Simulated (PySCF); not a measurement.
From one molecule to another.

First species: C₆H₁₄OSi₂.
SMILES: `[C@@H]1([C@H](CC=C)C1)[SiH2]O[SiH3]`

Second species: C6H14OSi2.
InChI=1S/C6H14OSi2/c1-9(2)4-3-6(7)5-8/h3-4,9H,5H2,1-2,8H3/b4-3-

Levels: PBE0/pcSseg-1 for dipole moment, HOMO energy, LUMO energy and HOMO–LUMO gap; GFN2-xTB for rotational constant A and rotational constant C. Geometries: GFN2-xTB. Each structure is a single optimised conformer of the isolated species, non-relativistic unless stated. Electronic properties by PySCF.

Dipoles, sizes and rotational constants follow the conformer. The torsions of the flexible species, by atom-mapped SMILES:
- `[CH2:1]=[CH:2][CH2:3][C@@H:4]1[CH2:5][C@H:6]1[SiH2:7][O:8][SiH3:9]`: C1–C2–C3–C4 -124°, C2–C3–C4–C5 -87°, C5–C6–Si7–O8 37°
- `[CH3:1][SiH:2]([CH3:3])/[CH:4]=[CH:5]\[C:6](=[O:7])[CH2:8][SiH3:9]`: C1–Si2–C4–C5 173°, C4–C5–C6–O7 1°, C5–C6–C8–Si9 87°

| property | column X | column Y |
| --- | --- | --- |
| dipole moment | 0.69 D | 2.94 D |
| HOMO energy | -7.44 eV | -7.38 eV |
| LUMO energy | 0.20 eV | -1.97 eV |
| HOMO–LUMO gap | 7.64 eV | 5.41 eV |
| rotational constant A | 1.767 GHz | 2.571 GHz |
| rotational constant C | 0.458 GHz | 0.500 GHz |

Q: Which column belongs to which species?

A: Column X is the first species and column Y the second. The first has 23 atoms and 86 electrons, the second 23 and 86.

Q: How does each property change from the first species to the second?

A: dipole moment +2.25 D; HOMO energy +0.06 eV; LUMO energy -2.17 eV; HOMO–LUMO gap -2.23 eV; rotational constant A +0.804 GHz; rotational constant C +0.042 GHz.

On the first: The dipole matches unit charges of opposite sign 0.14 Å apart (1 e·Å = 4.8032 D). GFN2-xTB frequencies show an imaginary mode (43i cm⁻¹), so this geometry is no minimum at that level.

On the second: The dipole equals about 9.8 × 10⁻³⁰ C·m (1 D = 3.33564 × 10⁻³⁰ C·m).
